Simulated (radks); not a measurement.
Results of a calculation; reference values are marked as such.
Correlation energies from several functionals, in hartree. Species: Si2+ [Ne] 3s2; Be3+ 1s1; Ir4+ [Xe] 4f14 5d5; S4+ [Ne] 3s2. Level of theory: non-relativistic Kohn-Sham, r2SCAN, spin-polarised, spherical densities, point nucleus; meta-GGA in the generalised Kohn-Sham scheme (a radial shooting solver on a logarithmic mesh with Libxc functionals). Every spin shell is full or empty, so the densities are truly spherical. Functionals are evaluated on that one density, not self-consistently.

| functional | Si2+ | Be3+ | Ir4+ | S4+ |
|---|---|---|---|---|
| PW92 | -0.96774 | -0.037748 | -7.7169 | -1.0300 |
| VWN5 | -0.97237 | -0.037680 | -7.7494 | -1.0349 |
| Wigner | -0.62333 | 0 | -3.8769 | -0.63344 |
| Chachiyo | -0.95044 | -0.037349 | -7.6289 | -1.0130 |
| PBE | -0.43393 | -0.0062306 | -4.5071 | -0.44894 |
| PBEsol | -0.51419 | -0.0087007 | -5.0466 | -0.53354 |
| LYP | -0.49707 | 0 | -3.9842 | -0.52038 |
| P86 | -0.49563 | 0.0047164 | -5.0595 | -0.51995 |
| PW91 | -0.48055 | -0.0080825 | -4.8440 | -0.50197 |
| AM05 | -0.87158 | -0.032962 | -7.2733 | -0.92846 |
| OP (B88) | -0.47900 | 0 | -3.9054 | -0.50239 |
| revTPSS | -0.45084 | 0 | -4.5382 | -0.46503 |
| SCAN | -0.43722 | 0 | -4.5287 | -0.45459 |
| Tao-Mo | -0.39410 | 0 | -4.4041 | -0.40952 |
